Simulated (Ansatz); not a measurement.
Several settings on one geometry of GaH2(OH) (GaOH3) (that of the charge 0 singlet, r2SCAN-D4/def2-TZVP). Ansatz on 4 threads of Arm Neoverse V2 on a shared host; times are rough.

```
atom   x (Å)   y (Å)   z (Å)
 Ga1   0.344   0.421  -0.102
  H2   1.886   0.467  -0.227
  H3  -0.692   1.578  -0.232
  O4  -0.289  -1.217   0.242
  H5  -1.248  -1.249   0.319
```

Totals from different functionals, basis sets or treatments of relativity can't be compared as stabilities.

The 6-31G sets use Cartesian d functions. HSE06 is defined as in plane-wave codes, on full-range PBE exchange. Correlated methods freeze 10 core orbitals; core or outer-core shells of Ga are correlated, in sets that lack core-valence functions.

The spins typed aren't always the lowest for that charge.

Problem. Give the basis size and estimate the energy, ⟨S²⟩ and time of these runs.

```tsv
run	method	charge	state	further keys
1	RKS HSE06, rpa/6-31G*	0	singlet	final_grid: {core_spheres: 8, valence_spheres: 7, degree: 23}; scf: {lower_state_search: light}
2	RKS BHLYP/6-31G*	0	singlet	–
3	RKS SVWN5/def2-TZVP	0	singlet	scf: {omitted_lower_state_checks: [starts]}; forces asked
4	UKS revPBE-D3(BJ)/def2-TZVP	0	triplet	–
```

Solution. 
```
run  functions  energy (Eh)  ⟨S²⟩  wall time
  1         56   -2000.1256     –     0.55 s
  2         56   -2001.5348     –     0.45 s
  3         97   -1998.3475     –     0.35 s
  4         97   -2001.5777  2.00      3.1 s
```
